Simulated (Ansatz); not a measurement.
Saddle point of SbH4O2, doublet (HO₂ ([O][OH]) + SbH₃ → H₂O₂ ([OH][OH]) + SbH₂; bonds formed: H1–O3; bonds broken: H1–Sb2), PBE0-D4/def2-TZVP structure:

```
atom    x (Å)    y (Å)    z (Å)
  H1   0.0530  -0.0812   0.0041
 Sb2   0.9402   0.7652   1.3063
  O3  -0.7014  -0.7662  -1.0925
  O4  -1.7262   0.0167  -1.4619
  H5   2.2864   1.0499   0.2972
  H6   1.6264  -0.6896   1.8794
  H7  -2.4784  -0.2946  -0.9325
```

Energies are electronic, without zero-point energy. Barriers and step energies count from the start structure reached by relaxing down the imaginary mode; all methods use the PBE0-D4 structures, on which another method's saddle can fall below an end. Ansatz 0.2.0; basis: def2-TZVPP, with def2-QZVPP for the basis limit; cores frozen in the correlated methods; orbitals are unrestricted. Filled d shells of the heavier atoms are correlated. Core potentials replace the inner electrons of the atoms past krypton. The def2 sets are not built for correlating such inner shells, so the correlated values are less sure here. B3LYP uses VWN-RPA correlation. Extrapolation: Hartree–Fock as exp(−7.88 √X), correlation as X^−2.97.

```
      method  barrier (eV)  step energy (eV)
       SPW92        -0.191            -0.889
      PBE-D4         0.031            -0.788
     BLYP-D4         0.074            -0.762
   r2SCAN-D4             ?            -0.815
      B97M-V         0.267            -0.735
     PBE0-D4         0.249            -0.840
    B3LYP-D4         0.234            -0.823
  r2SCAN0-D4             ?            -0.851
    BHLYP-D4         0.457            -0.831
CAM-B3LYP-D4         0.339            -0.854
     wB97X-V         0.430            -0.781
     wB97M-V         0.407            -0.941
      B2PLYP         0.335            -0.909
    PBE-QIDH         0.409            -0.963
  RPA on PBE             ?            -0.819
          HF         0.837            -0.642
         MP2         0.457            -1.291
        CCSD         0.494            -0.963
     CCSD(T)         0.421            -0.970
```

Q: Fill in the withheld barriers. (To be estimated.)

A: The calculation gives: RPA on PBE 0.455; r2SCAN-D4 0.146; r2SCAN0-D4 0.310 eV. Each is the energy of the saddle less that of the start structure, by the same method.

For comparison, the barrier by CCSD(T) at an estimated basis limit (MP2 extrapolated from triple and quadruple zeta, plus CCSD(T) − MP2 in triple zeta) is 0.390 eV.

T1 diagnostic: at most 0.025. ⟨S²⟩ of the unrestricted Hartree–Fock references: 0.76 to 0.80 (a pure state has 0.75). The unrestricted reference is spin-contaminated, which hurts MP2 most.

Labels in which every atom is bracketed show which atoms are joined, not bond orders.

For scale, one of the runs: CCSD(T)/def2-TZVPP, 168 basis functions, launched by `ansatz run in.yaml --threads 4 --pin off --events-out ev --progress --plain --max-ram 9574MiB`. Hardware: 4 CPU threads of a Oxide Virtual Turin-like, shared host. Wall time 2.8 min; peak host memory 4.4 GiB.
